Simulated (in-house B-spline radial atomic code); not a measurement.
# Binding energies in Eu XI (Eu10+)

NIST's tabulated ground configuration is [Kr] 4d10 4f5 5s2; each binding energy is the energy of the ion with one electron taken from that subshell, relaxed, less that of the parent. Computed with a B-spline radial code for spherical atoms: Dirac-Hartree-Fock, average of configuration, Fermi nucleus of rms radius 5.1115 fm. Energies include first-order Breit, QED and recoil terms.

| subshell | X-ray name | binding energy (eV) | -ε (eV) | relaxation (eV) |
| --- | --- | --- | --- | --- |
| 1s | K | 48699.3 | 48974.6 | 70.6 |
| 2s | L1 | 8238.3 | 8299.4 | 37.6 |
| 2p3/2 | L3 | 7157.7 | 7212.9 | 39.6 |
| 3s | M1 | 1985.9 | 2007.1 | 16.7 |
| 3p1/2 | M2 | 1796.5 | 1818.0 | 17.5 |
| 3p3/2 | M3 | 1663.7 | 1682.8 | 16.6 |
| 3d3/2 | M4 | 1340.7 | 1360.7 | 18.6 |
| 3d5/2 | M5 | 1312.6 | 1331.7 | 18.3 |
| 4s | N1 | 546.7 | 552.3 | 4.6 |
| 4p1/2 | N2 | 471.4 | 476.6 | 4.4 |
| 4p3/2 | N3 | 441.7 | 446.2 | 4.0 |
| 4d3/2 | N4 | 317 | 320.8 | 3.7 |
| 4d5/2 | N5 | 311.6 | 315.2 | 3.5 |
| 5s | O1 | 189.7 | 190.4 | 0.4 |
| 4f | N6,7 | 170.3 | 172.8 | 2.6 |

Relaxation = -ε minus the binding energy without Breit, QED and recoil terms.

Emission lines follow as differences of binding energies, with λ = 12398.42 eV·Å / E:

| line | holes | energy (eV) | wavelength (Å) |
| --- | --- | --- | --- |
| K-L3 | 1s → 2p3/2 | 41541.6 | 0.29846 |
| K-M3 | 1s → 3p3/2 | 47035.6 | 0.2636 |
| L3-M5 | 2p3/2 → 3d5/2 | 5845.1 | 2.1212 |
| L1-M3 | 2s → 3p3/2 | 6574.6 | 1.8858 |
| L3-M1 | 2p3/2 → 3s | 5171.8 | 2.3973 |

Task: What screening constant σ does Moseley's law, E = (3/4)·13.6057 eV·(Z - σ)², need for K-L3?

Result: σ = -0.80.

Moseley's non-relativistic formula needs a falling, then negative, screening constant for heavy elements, because relativity binds the 1s electron more strongly than the formula allows.

Task: What does it cost to remove both a 2s and a 4p1/2 electron?

Result: 8750.5 eV, which is 40.83 eV more than the two single binding energies together.

Task: What does it cost to remove both a 3s and a 4d3/2 electron?

Result: 2338.8 eV, which is 35.9 eV more than the two single binding energies together.

Task: What does it cost to remove both a 1s and a 3d5/2 electron?

Result: 50101 eV, which is 89.5 eV more than the two single binding energies together.
